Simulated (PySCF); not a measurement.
C4H7O2 (SMILES C[C](C)C(=O)O), doublet, at a GFN2-xTB geometry, with bond 8-1 at 1.6 times its length; PBE/3-21G run with PySCF.

Here is a job for PySCF.
```python
from pyscf import gto, scf, dft

mol = gto.M(
    atom='''
C    -1.28986600    1.20600367   -0.52834002
C    -0.64636138   -0.01353962    0.00797247
C    -1.45809447   -1.14214370    0.50863910
C     0.77966796   -0.11618269    0.04887456
O     1.40955058   -1.07537170    0.47031015
O     1.42195353    0.98173152   -0.43772242
H    -0.97260672    1.38066510   -1.55834142
H    -0.77437773    2.61076981    0.37309499
H    -2.37296349    1.12834577   -0.49071731
H    -0.80904695   -1.94053958    0.85904228
H    -2.10638575   -0.81547347    1.32486303
H    -2.11134017   -1.52358244   -0.27939076
H     2.37591935    0.83089757   -0.37409126
''',
    basis='3-21g',
    spin=1,
    verbose=4,
)

mf = dft.UKS(mol)
mf.xc = 'pbe'
mf.init_guess = 'mod_huckel'
mf.kernel()
mf.analyze()
```

What the program printed (banner, timings and long lists left out):

```
PySCF version 2.14.0

[INPUT] verbose = 4
[INPUT] num. atoms = 13
[INPUT] num. electrons = 47
[INPUT] charge = 0
[INPUT] spin (= nelec alpha-beta = 2S) = 1
[INPUT] symmetry False subgroup None
[INPUT] Mole.unit = angstrom
[INPUT] Symbol           X                Y                Z      unit          X                Y                Z       unit  Magmom
[...]
nuclear repulsion = 235.689226968724
number of shells = 44
number of NR pGTOs = 111
number of NR cGTOs = 68
basis = 3-21g
ecp = {}

******** <class 'pyscf.dft.uks.UKS'> ********
method = UKS
initial guess = mod_huckel
damping factor = 0
level_shift factor = 0
DIIS = <class 'pyscf.scf.diis.CDIIS'>
diis_start_cycle = 1
diis_space = 8
diis_damp = 0
SCF conv_tol = 1e-09
SCF conv_tol_grad = None
SCF max_cycles = 50
direct_scf = True
direct_scf_tol = 1e-13
number electrons alpha = 24  beta = 23
XC library pyscf.dft.libxc version 7.1.2
    S. Lehtola, C. Steigemann, M. J. T. Oliveira, and M. A. L. Marques,  SoftwareX 7, 1–5 (2018)
XC functionals = pbe
    J. P. Perdew, K. Burke, and M. Ernzerhof,  Phys. Rev. Lett. 77, 3865 (1996)
    J. P. Perdew, K. Burke, and M. Ernzerhof,  Phys. Rev. Lett. 78, 1396 (1997)
    J. P. Perdew, K. Burke, and M. Ernzerhof,  Phys. Rev. Lett. 77, 3865 (1996)
    J. P. Perdew, K. Burke, and M. Ernzerhof,  Phys. Rev. Lett. 78, 1396 (1997)
radial grids:
    Treutler-Ahlrichs [JCP 102, 346 (1995); DOI:10.1063/1.469408] (M4) radial grids

becke partition: Becke, JCP 88, 2547 (1988); DOI:10.1063/1.454033
pruning grids: <function nwchem_prune>
grids dens level: 3
symmetrized grids: False
atomic radii adjust function: <function treutler_atomic_radii_adjust>
small_rho_cutoff = 0
Set gradient conv threshold to 3.16228e-05
Initial guess from on-the-fly Huckel, doi:10.1021/acs.jctc.8b01089,
employing the updated GWH rule from doi:10.1021/ja00480a005.
Spherically averaged atomic HF for {'H', 'O', 'C'}

******** <class 'pyscf.scf.atom_hf.AtomSphAverageRHF'> ********
method = AtomSphAverageRHF
initial guess = minao
damping factor = 0
level_shift factor = 0
DIIS = <class 'pyscf.scf.diis.CDIIS'>
diis_start_cycle = 1
diis_space = 8
diis_damp = 0
SCF conv_tol = 1e-09
SCF conv_tol_grad = None
SCF max_cycles = 50
direct_scf = True
direct_scf_tol = 1e-13
atom = C
Set gradient conv threshold to 3.16228e-05
Initial guess from minao.
init E= -37.0511734903473
cycle= 1 E= -37.1138683188025  delta_E= -0.0627  |g|=    0  |ddm|= 0.358
[...]
converged SCF energy = -304.922894730609  <S^2> = 0.76692499  2S+1 = 2.016854
Total Energy =                        -304.922894730609357
[...]
spin_pop of  4 O 2pz       0.14256
spin_pop of  4 O 3px      -0.00001
spin_pop of  4 O 3py       0.00003
spin_pop of  4 O 3pz       0.00014
spin_pop of  5 O 1s       -0.00000
spin_pop of  5 O 2s       -0.00033
spin_pop of  5 O 3s       -0.00003
spin_pop of  5 O 2px       0.00051
spin_pop of  5 O 2py       0.00175
spin_pop of  5 O 2pz       0.01571
spin_pop of  5 O 3px       0.00001
spin_pop of  5 O 3py       0.00001
spin_pop of  5 O 3pz       0.00001
spin_pop of  6 H 1s        0.02672
spin_pop of  6 H 2s        0.00008
spin_pop of  7 H 1s        0.28495
spin_pop of  7 H 2s        0.00171
spin_pop of  8 H 1s        0.00347
spin_pop of  8 H 2s       -0.00000
spin_pop of  9 H 1s        0.00056
spin_pop of  9 H 2s       -0.00007
spin_pop of  10 H 1s        0.03321
spin_pop of  10 H 2s        0.00007
spin_pop of  11 H 1s        0.03320
spin_pop of  11 H 2s        0.00006
spin_pop of  12 H 1s       -0.00155
spin_pop of  12 H 2s       -0.00008
 ** Mulliken Spin Density (per atom)  **
spin density of  0 C =     -0.14237
spin density of  1 C =      0.61483
spin density of  2 C =     -0.02701
spin density of  3 C =     -0.01829
spin density of  4 O =      0.17288
spin density of  5 O =      0.01764
spin density of  6 H =      0.02679
spin density of  7 H =      0.28666
spin density of  8 H =      0.00346
spin density of  9 H =      0.00049
spin density of  10 H =      0.03328
spin density of  11 H =      0.03327
spin density of  12 H =     -0.00163
 ** Mulliken pop alpha/beta on meta-lowdin orthogonal AOs **
 ** Mulliken pop       alpha | beta **
In total            24.00000 | 23.00000
 ** Mulliken atomic charges   ( Nelec_alpha | Nelec_beta ) **
charge of  0C =     -0.23103  (     3.04433      3.18670 )
charge of  1C =      0.02082  (     3.29700      2.68218 )
charge of  2C =     -0.31368  (     3.14333      3.17034 )
charge of  3C =      0.35048  (     2.81562      2.83391 )
charge of  4O =     -0.37449  (     4.27368      4.10080 )
charge of  5O =     -0.37667  (     4.19715      4.17951 )
charge of  6H =      0.13037  (     0.44821      0.42142 )
charge of  7H =      0.01350  (     0.63658      0.34992 )
charge of  8H =      0.11118  (     0.44614      0.44268 )
charge of  9H =      0.12660  (     0.43694      0.43646 )
charge of  10H =      0.12220  (     0.45554      0.42226 )
charge of  11H =      0.11963  (     0.45682      0.42355 )
charge of  12H =      0.30109  (     0.34864      0.35027 )
Dipole moment(X, Y, Z, Debye): -0.98529,  0.62083, -0.74174
```
